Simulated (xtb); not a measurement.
H8LiO4, charge +1, singlet, at a GFN2-xTB geometry (such geometries of metal compounds can be far from the true shape); GFN1-xTB in xtb 6.7.1.

xtb was given this input:
```
$ xtb mol.xyz --gfn 1 --chrg 1 --etemp 10000 --json

# file mol.xyz
13

Li    -0.00000000    -0.00000000     0.00000000
O      1.56474128    -0.33763891    -0.97885944
H      1.81743891     0.06481306    -1.81266588
H      2.29587622    -0.91209539    -0.74108161
O      0.45257509     0.32010193     1.79256566
H      1.15256609     0.88211730     2.13204786
H      0.05001919    -0.08104729     2.56592516
O     -0.87446830     1.50184443    -0.70735395
H     -1.37706481     1.56104858    -1.52282219
H     -0.94335988     2.36896344    -0.30187222
O     -1.14284807    -1.48430744    -0.10635227
H     -2.07137750    -1.53107049     0.13185595
H     -0.92409821    -2.35272921    -0.45138705
```

Output, abridged:

```
   ID    Z sym.   atoms
    1    3 Li     1
    2    8 O      2, 5, 8, 11
    3    1 H      3, 4, 6, 7, 9, 10, 12, 13

           -------------------------------------------------
          |                Calculation Setup                |
           -------------------------------------------------

           -------------------------------------------------
          |                 G F N 1 - x T B                 |
           -------------------------------------------------

          ...................................................
          :                      SETUP                      :
          :.................................................:
          :  # basis functions                  36          :
          :  # atomic orbitals                  36          :
          :  # shells                           26          :
          :  # electrons                        32          :
          :  # halogen bonds                     0          :
          :  max. iterations                   250          :
          :  Hamiltonian                  GFN1-xTB          :
          :  restarted?                      false          :
          :  GBSA solvation                  false          :
          :  PC potential                    false          :
          :  electronic temp.        10000.0000000     K    :
          :  accuracy                    1.0000000          :
          :  -> integral cutoff          0.2500000E+02      :
          :  -> integral neglect         0.1000000E-07      :
          :  -> SCF convergence          0.1000000E-05 Eh   :
          :  -> wf. convergence          0.2000000E-04 e    :
          :  Broyden damping             0.4000000          :
          :  net charge                          1          :
          :  unpaired electrons                  0          :
          ...................................................

 iter      E             dE          RMSdq      gap      omega  full diag
   1    -23.2770745 -0.232771E+02  0.447E+00    8.70       0.0  T
   2    -23.2856999 -0.862543E-02  0.254E+00    8.82       1.0  T
   3    -23.2865785 -0.878550E-03  0.232E-01    8.79       1.0  T
   4    -23.2866819 -0.103378E-03  0.460E-02    8.81       1.0  T
   5    -23.2866919 -0.100096E-04  0.596E-03    8.81       4.7  T
   6    -23.2866921 -0.211355E-06  0.892E-05    8.81     310.8  T
   7    -23.2866921 -0.509708E-10  0.118E-05    8.81    2347.0  T

   *** convergence criteria satisfied after 7 iterations ***

         :::::::::::::::::::::::::::::::::::::::::::::::::::::
         ::                     SUMMARY                     ::
         :::::::::::::::::::::::::::::::::::::::::::::::::::::
         :: total energy             -23.133653383495 Eh    ::
         :: gradient norm              0.003398974452 Eh/a0 ::
         :: HOMO-LUMO gap              8.808687424747 eV    ::
         ::.................................................::
         :: SCC energy               -23.286692080792 Eh    ::
         :: -> electrostatic           0.221814164249 Eh    ::
         :: repulsion energy           0.156133792485 Eh    ::
         :: dispersion energy         -0.003095095188 Eh    ::
         :: halogen bond corr.         0.000000000000 Eh    ::
         :: add. restraining           0.000000000000 Eh    ::
         :: total charge               1.000000000000 e     ::
         :::::::::::::::::::::::::::::::::::::::::::::::::::::

           -------------------------------------------------
          |                Property Printout                |
           -------------------------------------------------

    * Orbital Energies and Occupations

         #    Occupation            Energy/Eh            Energy/eV
      -------------------------------------------------------------
         1        2.0000           -0.9272941             -25.2330
       ...           ...                  ...                  ...
         4        2.0000           -0.9261600             -25.2021
         5        1.9997           -0.7730018             -21.0345
         6        1.9997           -0.7714346             -20.9918
         7        1.9997           -0.7714346             -20.9918
         8        1.9997           -0.7697993             -20.9473
         9        1.9989           -0.7299331             -19.8625
        10        1.9982           -0.7155765             -19.4718
        11        1.9982           -0.7155697             -19.4716
        12        1.9982           -0.7155697             -19.4716
        13        1.9927           -0.6712600             -18.2659
        14        1.9919           -0.6678841             -18.1741
        15        1.9919           -0.6678841             -18.1741
        16        1.9914           -0.6660070             -18.1230 (HOMO)
        17        0.0168           -0.3422937              -9.3143 (LUMO)
        18        0.0074           -0.3164391              -8.6107
        19        0.0074           -0.3164391              -8.6107
        20        0.0074           -0.3161758              -8.6036
        21        0.0002           -0.2083761              -5.6702
        22        0.0002           -0.2009486              -5.4681
        23        0.0002           -0.2009486              -5.4681
        24        0.0001           -0.1911152              -5.2005
        25                          0.0539223               1.4673
        26                          0.1322128               3.5977
        27                          0.1322128               3.5977
       ...                                ...                  ...
        36                          0.4078852              11.0991
      -------------------------------------------------------------
                  HL-Gap            0.3237133 Eh            8.8087 eV
             Fermi-level           -0.4934783 Eh          -13.4282 eV

  Mulliken/CM5 charges         n(s)   n(p)   n(d)
     1Li    0.56961  0.94091   0.057  0.374  0.000
     2O    -0.63321 -1.06320   1.692  4.941  0.000
     3H     0.37069  0.53932   0.629  0.000  0.000
     4H     0.37011  0.53865   0.630  0.000  0.000
     5O    -0.63321 -1.06320   1.692  4.941  0.000
     6H     0.37011  0.53865   0.630  0.000  0.000
     7H     0.37069  0.53932   0.629  0.000  0.000
     8O    -0.63321 -1.06320   1.692  4.941  0.000
     9H     0.37011  0.53865   0.630  0.000  0.000
    10H     0.37069  0.53932   0.629  0.000  0.000
    11O    -0.63321 -1.06320   1.692  4.941  0.000
    12H     0.37011  0.53865   0.630  0.000  0.000
    13H     0.37069  0.53932   0.629  0.000  0.000

Wiberg/Mayer (AO) data.
largest (>0.10) Wiberg bond orders for each atom

 ---------------------------------------------------------------------------
     #   Z sym  total        # sym  WBO       # sym  WBO       # sym  WBO
 ---------------------------------------------------------------------------
     1   3 Li   0.798 --    11 O    0.195     5 O    0.195     2 O    0.195
                             8 O    0.195
     2   8 O    1.920 --     4 H    0.858     3 H    0.858     1 Li   0.195
     3   1 H    0.863 --     2 O    0.858
     4   1 H    0.863 --     2 O    0.858
     5   8 O    1.920 --     6 H    0.858     7 H    0.858     1 Li   0.195
     6   1 H    0.863 --     5 O    0.858
     7   1 H    0.863 --     5 O    0.858
     8   8 O    1.920 --     9 H    0.858    10 H    0.858     1 Li   0.195
     9   1 H    0.863 --     8 O    0.858
    10   1 H    0.863 --     8 O    0.858
    11   8 O    1.920 --    12 H    0.858    13 H    0.858     1 Li   0.195
    12   1 H    0.863 --    11 O    0.858
    13   1 H    0.863 --    11 O    0.858
 ---------------------------------------------------------------------------

Topologies differ in total number of bonds
Writing topology from bond orders to xtbtopo.mol

 dipole moment from electron density (au)
     X       Y       Z
   0.0000  -0.0000   0.0000  total (Debye):    0.000

           -------------------------------------------------
          | TOTAL ENERGY              -23.133653383495 Eh   |
          | GRADIENT NORM               0.003398974452 Eh/α |
          | HOMO-LUMO GAP               8.808687424747 eV   |
           -------------------------------------------------

normal termination of xtb
```
